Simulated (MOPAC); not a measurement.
A run for MOPAC: PM7 on CH7NS (a complex).

```
PM7 1SCF PRECISE CHARGE=0 THREADS=1
CH7NS

S      0.29857264 1     0.13114982 1    -0.13144644 1
H      0.51332135 1     0.25786417 1     1.20852788 1
H      0.57665370 1    -1.18196172 1    -0.12453179 1
C     -0.69365066 1    -0.37464447 1     3.63835887 1
N      0.51199474 1     0.37538576 1     3.27895179 1
H     -0.58207541 1    -1.40836850 1     3.30944677 1
H     -1.54623729 1     0.04420692 1     3.10323114 1
H     -0.92499811 1    -0.37851176 1     4.71000424 1
H      1.33258284 1    -0.00955231 1     3.73093026 1
H      0.43845127 1     1.34411135 1     3.56591420 1
```

Program output:

```
*******************************************************************************
 **                                                                           **
 **                              MOPAC v23.2.5                                **
 **                                                                           **
 *******************************************************************************
 ** MOPAC's Digital Object Identifier: https://doi.org/10.5281/zenodo.6511958 **
 **                                                                           **
 ** Please cite the open-source release paper for use of this MOPAC version:  **
 ** J. E. Moussa and J. J. P. Stewart (2026)                                  **
 ** MOPAC: An open-source semiempirical molecular orbital program             **
 ** J. Open Source Softw., 11(119), 8025, https://doi.org/10.21105/joss.08025 **
 *******************************************************************************

                              PM7 CALCULATION RESULTS

 *******************************************************************************
 *  PM7        - The PM7 Hamiltonian to be used
 *
 *
 *
 *                 CHARGE ON SYSTEM = 0
 *
 *
 *
 *  PRECISE    - TIGHTER CRITERIA TO BE USED
 *  1SCF       - DO 1 SCF AND THEN STOP
 *  THREADS=1  - MULTI-THREADING NOT USED
 *  T=         - A TIME OF 172800.0 SECONDS REQUESTED
 *  DUMP=N     - RESTART FILE WRITTEN EVERY 7200.0 SECONDS REQUESTED
 *******************************************************************************
PM7 1SCF PRECISE CHARGE=0 THREADS=1
 CH7NS

   ATOM   CHEMICAL          X               Y               Z
  NUMBER   SYMBOL      (ANGSTROMS)     (ANGSTROMS)     (ANGSTROMS)

     1       S          0.29857264  *   0.13114982  *  -0.13144644  *
     2       H          0.51332135  *   0.25786417  *   1.20852788  *
     3       H          0.57665370  *  -1.18196172  *  -0.12453179  *
     4       C         -0.69365066  *  -0.37464447  *   3.63835887  *
     5       N          0.51199474  *   0.37538576  *   3.27895179  *
     6       H         -0.58207541  *  -1.40836850  *   3.30944677  *
     7       H         -1.54623729  *   0.04420692  *   3.10323114  *
     8       H         -0.92499811  *  -0.37851176  *   4.71000424  *
     9       H          1.33258284  *  -0.00955231  *   3.73093026  *
    10       H          0.43845127  *   1.34411135  *   3.56591420  *



          CARTESIAN COORDINATES

    NO.       ATOM           X           Y           Z

     1         S          0.2986      0.1311     -0.1314
     2         H          0.5133      0.2579      1.2085
     3         H          0.5767     -1.1820     -0.1245
     4         C         -0.6937     -0.3746      3.6384
     5         N          0.5120      0.3754      3.2790
     6         H         -0.5821     -1.4084      3.3094
     7         H         -1.5462      0.0442      3.1032
     8         H         -0.9250     -0.3785      4.7100
     9         H          1.3326     -0.0096      3.7309
    10         H          0.4385      1.3441      3.5659

 General Reference for PM7:
 "Optimization of Parameters for Semiempirical Methods VI: More Modifications to the
 NDDO Approximations and Re-optimization of Parameters", J. J. P. Stewart, J. Mol. Mod., 1:32, 19 (2013)
 https://link.springer.com/article/10.1007/s00894-012-1667-x

           Empirical Formula: C H7 N S  =    10 atoms



      MOLECULAR POINT GROUP   :   C1


      RHF CALCULATION, NO. OF DOUBLY OCCUPIED LEVELS = 11


 -------------------------------------------------------------------------------
 PM7 1SCF PRECISE CHARGE=0 THREADS=1
 CH7NS



     1SCF WAS SPECIFIED, SO BFGS WAS NOT USED
     SCF FIELD WAS ACHIEVED


                              PM7 CALCULATION
                                                       MOPAC v23.2.5 Linux




          FINAL HEAT OF FORMATION =        -10.90643 KCAL/MOL =     -45.63252 KJ/MOL


          COSMO AREA              =        117.64 SQUARE ANGSTROMS
          COSMO VOLUME            =         98.37 CUBIC ANGSTROMS

          IONIZATION POTENTIAL    =          8.875909 EV
          HOMO LUMO ENERGIES (EV) =         -8.876 -0.322
          NO. OF FILLED LEVELS    =         11
          MOLECULAR WEIGHT        =         65.1330         POINT GROUP:  C1

          MOLECULAR DIMENSIONS (Angstroms)

            Atom       Atom       Distance
            H     8    H     3     5.12574
            H     9    H     7     2.93548
            H     6    H    10     2.73221


          SCF CALCULATIONS        =          1





   ATOM   CHEMICAL          X               Y               Z
  NUMBER   SYMBOL      (ANGSTROMS)     (ANGSTROMS)     (ANGSTROMS)

     1       S          0.29857264  *   0.13114982  *  -0.13144644  *
     2       H          0.51332135  *   0.25786417  *   1.20852788  *
     3       H          0.57665370  *  -1.18196172  *  -0.12453179  *
     4       C         -0.69365066  *  -0.37464447  *   3.63835887  *
     5       N          0.51199474  *   0.37538576  *   3.27895179  *
     6       H         -0.58207541  *  -1.40836850  *   3.30944677  *
     7       H         -1.54623729  *   0.04420692  *   3.10323114  *
     8       H         -0.92499811  *  -0.37851176  *   4.71000424  *
     9       H          1.33258284  *  -0.00955231  *   3.73093026  *
    10       H          0.43845127  *   1.34411135  *   3.56591420  *

                             CARTESIAN COORDINATES

   1    S        0.298572640     0.131149820    -0.131446440
   2    H        0.513321350     0.257864170     1.208527880
   3    H        0.576653700    -1.181961720    -0.124531790
   4    C       -0.693650660    -0.374644470     3.638358870
   5    N        0.511994740     0.375385760     3.278951790
   6    H       -0.582075410    -1.408368500     3.309446770
   7    H       -1.546237290     0.044206920     3.103231140
   8    H       -0.924998110    -0.378511760     4.710004240
   9    H        1.332582840    -0.009552310     3.730930260
  10    H        0.438451270     1.344111350     3.565914200


           Empirical Formula: C H7 N S  =    10 atoms



      MOLECULAR POINT GROUP   :   C1


                  EIGENVALUES
 -35.95311 -26.48011 -24.19442 -17.53752 -16.09549 -14.77146 -13.47336 -13.16485
 -11.33165  -9.97908  -8.87591  -0.32204   0.24815   0.35694   0.49329   0.53046
   3.04046   3.48597   4.18383   5.00669   5.11744   5.65750   6.23302   6.48488


              NET ATOMIC CHARGES AND DIPOLE CONTRIBUTIONS

  ATOM NO.   TYPE          CHARGE      No. of ELECS.   s-Pop       p-Pop       d-Pop
    1          S          -0.418480        6.4185     1.87884     4.40042     0.13922
    2          H           0.237854        0.7621     0.76215
    3          H           0.166194        0.8338     0.83381
    4          C          -0.279631        4.2796     1.05351     3.22612
    5          N          -0.624099        5.6241     1.64128     3.98282
    6          H           0.147968        0.8520     0.85203
    7          H           0.154863        0.8451     0.84514
    8          H           0.121395        0.8786     0.87861
    9          H           0.245674        0.7543     0.75433
   10          H           0.248262        0.7517     0.75174
 DIPOLE           X         Y         Z       TOTAL
 POINT-CHG.    -0.164    -1.132     2.891     3.109
 HYBRID         0.246     0.014     1.169     1.195
 SUM            0.082    -1.118     4.060     4.212


          ATOMIC ORBITAL ELECTRON POPULATIONS

     Atom    s        px        py        pz      x^2-y^2     xz        z^2       yz        xy
    1  S   1.87884   1.94570   1.17797   1.27675   0.04454   0.00678   0.07580   0.00104   0.01106
    2  H   0.76215
    3  H   0.83381
    4  C   1.05351   0.98708   1.10465   1.13439
    5  N   1.64128   1.13828   1.18006   1.66448
    6  H   0.85203
    7  H   0.84514
    8  H   0.87861
    9  H   0.75433
   10  H   0.75174

 **********************
 *                    *
 * JOB ENDED NORMALLY *
 *                    *
 **********************




 == MOPAC DONE ==
```

The run finished.

Cost: very roughly 0.04 core-seconds.
